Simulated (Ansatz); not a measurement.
Nudged elastic band run: FH3NOSc

Input:

```yaml
crystal:
  periodic: [false, false, false]
  atoms:
    - { symbol: "N", position_ang: [-0.824668, 1.181512, -0.183618] }
    - { symbol: Sc, position_ang: [-0.004719, -0.618425, -0.241645] }
    - { symbol: O, position_ang: [1.511482, -0.877387, 0.8356] }
    - { symbol: F, position_ang: [-0.802837, -1.88777, -1.354587] }
    - { symbol: H, position_ang: [-1.643348, 1.489356, -0.705102] }
    - { symbol: H, position_ang: [-0.505737, 1.971803, 0.372909] }
    - { symbol: H, position_ang: [2.269827, -1.259079, 1.276453] }
basis:
  gaussian: { orbitals: def2-SVPD }
hamiltonian:
  xc: r2scan
  dispersion: d4
neb:
  order_check: false
  images: 9
  f_tol: 0.05
  max_iterations: 54
  initial_path: idpp
  final_atoms:
    - { symbol: "N", position_ang: [-0.82380762, 1.18216931, -0.18297993] }
    - { symbol: Sc, position_ang: [-0.00497214, -0.61848776, -0.24249335] }
    - { symbol: O, position_ang: [1.51125872, -0.87546163, 0.83520044] }
    - { symbol: F, position_ang: [-0.80245191, -1.89069202, -1.35313288] }
    - { symbol: H, position_ang: [-0.50434449, 1.9741642, 0.37074826] }
    - { symbol: H, position_ang: [-1.64470628, 1.48767637, -0.70237672] }
    - { symbol: H, position_ang: [2.26902372, -1.25935848, 1.27504418] }
```

Run as:

```bash
$ ansatz run input.yaml --threads 2 --pin off --max-ram 3072MiB --backend cpu --events-out ev --progress --plain --runs-dir out
```

Output, in part (warnings, iteration lines, the closing report on the highest movable image, with atoms numbered from 0):

```
NEB end point (image 0): max|allowed force component| = 6.902e-3 eV/Å (the criterion of neb.relax_end_points is 1.000e-2)
NEB end point (image 10): max|allowed force component| = 1.501e-3 eV/Å (the criterion of neb.relax_end_points is 1.000e-2)
NEB iter   1: max|band force component| = 4.245e-1 eV/Å  barrier→ = 0.3985 eV  barrier← = 0.3985 eV  CI = image 5  Δτ_max = 0.0719 Å  (323 SCF iters)
NEB iter   2: max|band force component| = 1.825e-1 eV/Å  barrier→ = 0.3797 eV  barrier← = 0.3797 eV  CI = image 5  Δτ_max = 0.0803 Å  (276 SCF iters)
NEB iter   3: max|band force component| = 1.621e-1 eV/Å  barrier→ = 0.3662 eV  barrier← = 0.3662 eV  CI = image 5  Δτ_max = 0.0505 Å  (277 SCF iters)
NEB iter   4: max|band force component| = 1.309e-1 eV/Å  barrier→ = 0.3623 eV  barrier← = 0.3623 eV  CI = image 5  Δτ_max = 0.0536 Å  (278 SCF iters)
NEB iter   5: max|band force component| = 6.180e-2 eV/Å  barrier→ = 0.3593 eV  barrier← = 0.3593 eV  CI = image 5  Δτ_max = 0.0448 Å  (276 SCF iters)
NEB iter   6: max|band force component| = 5.738e-2 eV/Å  barrier→ = 0.3579 eV  barrier← = 0.3579 eV  CI = image 5  Δτ_max = 0.0518 Å  (278 SCF iters)
NEB iter   7: max|band force component| = 9.004e-2 eV/Å  barrier→ = 0.3554 eV  barrier← = 0.3554 eV  CI = image 5  Δτ_max = 0.0258 Å  (278 SCF iters)
NEB iter   8: max|band force component| = 5.335e-2 eV/Å  barrier→ = 0.3534 eV  barrier← = 0.3534 eV  CI = image 5  Δτ_max = 0.0260 Å  (281 SCF iters)
NEB iter   9: max|band force component| = 4.791e-2 eV/Å  barrier→ = 0.3515 eV  barrier← = 0.3516 eV  CI = image 5  Δτ_max = 0.0517 Å  (278 SCF iters)
NEB iter  10: max|band force component| = 5.795e-2 eV/Å  barrier→ = 0.3487 eV  barrier← = 0.3488 eV  CI = image 5  Δτ_max = 0.0260 Å  (30 SCF iters)
NEB iter  11: max|band force component| = 6.422e-2 eV/Å  barrier→ = 0.3476 eV  barrier← = 0.3476 eV  CI = image 5  Δτ_max = 0.0130 Å  (280 SCF iters)
NEB iter  12: max|band force component| = 5.256e-2 eV/Å  barrier→ = 0.3473 eV  barrier← = 0.3473 eV  CI = image 5  Δτ_max = 0.0129 Å  (284 SCF iters)
NEB iter  13: max|band force component| = 5.281e-2 eV/Å  barrier→ = 0.3470 eV  barrier← = 0.3470 eV  CI = image 5  Δτ_max = 0.0259 Å  (289 SCF iters)
NEB iter  14: max|band force component| = 4.553e-2 eV/Å  barrier→ = 0.3467 eV  barrier← = 0.3467 eV  CI = image 5  Δτ_max = 0.0000 Å  (550 SCF iters)
Total energy: -26997.10756684 eV, -992.1254037847 hartree
Atom 0 at    -0.984268     1.085074     0.045762 Å, force    -0.002348     0.005078     0.002196 eV/Å
Atom 1 at    -0.028325    -0.663340    -0.119288 Å, force    -0.005004     0.005251    -0.001565 eV/Å
Atom 2 at     1.822130    -0.826608     0.138437 Å, force     0.001911    -0.006957    -0.001092 eV/Å
Atom 3 at    -0.988692    -2.201185    -0.567924 Å, force    -0.000029    -0.000290     0.000533 eV/Å
Atom 4 at    -1.153529     1.763562    -0.694661 Å, force     0.002741    -0.002300    -0.008107 eV/Å
Atom 5 at    -1.410105     1.476199     0.884171 Å, force     0.001150    -0.005254     0.006351 eV/Å
Atom 6 at     2.742790    -0.633692     0.313513 Å, force     0.001578     0.004471     0.001683 eV/Å
Dipole moment:     0.251332     0.461492     0.134775 e Å
```

It converged. The band force fell under the threshold earlier too, but the program's further tests of the path sent the band on. A vibrational analysis at the climbing image gives one clearly imaginary mode, 376i cm⁻¹: a first-order saddle point.

Final band (atoms are numbered from 1 in the order of the input):

| image | path coordinate (Å) | energy (eV) | dihedral H6–N1–Sc2–F4 (°) |
| --- | --- | --- | --- |
| 0 | 0.00 | 0.00 | 180 |
| 1 | 0.35 | 0.03 | 169 |
| 2 | 0.70 | 0.12 | 152 |
| 3 | 1.05 | 0.22 | 133 |
| 4 | 1.39 | 0.31 | 112 |
| 5 | 1.75 | 0.35 | 90 |
| 6 | 2.10 | 0.31 | 69 |
| 7 | 2.45 | 0.22 | 49 |
| 8 | 2.80 | 0.12 | 31 |
| 9 | 3.15 | 0.03 | 14 |
| 10 | 3.50 | 0.00 | 0 |

Time of the run: 9.5 min on 2 threads of Arm Neoverse V1, on a shared host, peak memory 0.19 GiB.
